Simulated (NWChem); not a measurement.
C₂H₆Al cation; SMILES [CH3][Al+][CH3]

```xyz
9

Al     0.0000     0.0000     0.0000
C      0.0000     0.0000     1.9262
H     -0.9294     0.4397     2.3084
H      0.8455     0.5850     2.3084
H      0.0839    -1.0247     2.3084
C      0.0000     0.0000    -1.9262
H     -0.8455    -0.5850    -2.3084
H      0.9294    -0.4397    -2.3084
H     -0.0839     1.0247    -2.3084
```
Atoms are numbered in this order, from 1.

Coordinates come from a B3LYP/6-31G* (spherical d) optimisation.

**Question.** List the 6 lowest vertical singlet excitations from B3LYP/6-31G* (spherical d), full TDDFT (NWChem).

**Answer.** 
```csv
state,energy (eV),oscillator strength,leading excitation (squared amplitude)
S1,5.72,0.000,HOMO → LUMO (0.99)
S2,5.72,0.000,HOMO → LUMO+1 (0.99)
S3,7.00,0.434,HOMO → LUMO+2 (0.91)
S4,8.32,0.000,HOMO−2 → LUMO (0.34)
S5,8.37,0.003,HOMO−2 → LUMO+1 (0.35)
S6,8.37,0.003,HOMO−3 → LUMO+1 (0.35)
```
